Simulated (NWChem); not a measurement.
Molecule: CdHSeI; SMILES [SeH][Cd][I]

```xyz
4

Cd     0.1691     0.4504     0.0003
I     -0.2618    -2.1142    -0.0003
Se     0.5902     2.8731    -0.0011
H     -0.8552     3.1538    -0.0093
```
Atoms are numbered in this order, from 1.

Results from NWChem. Coordinates come from a PBE0/def2-SVP optimisation. Not confirmed as a minimum by frequencies. def2 effective core potentials on Cd, I; no spin-orbit coupling. Ions are spin-unrestricted doublets at the neutral geometry; other ion states weren't tried.

For level PBE/def2-SVP:

```yaml
vertical ionisation energy, ΔSCF (eV): 8.67
"−ε(HOMO) (eV)": 5.93
```

**Question.** What are these values for level B3LYP/def2-SVP?

**Answer.** 
| Item | Result |
|---|---|
| vertical ionisation energy, ΔSCF (eV) | 8.94 |
| −ε(HOMO) (eV) | 6.79 |
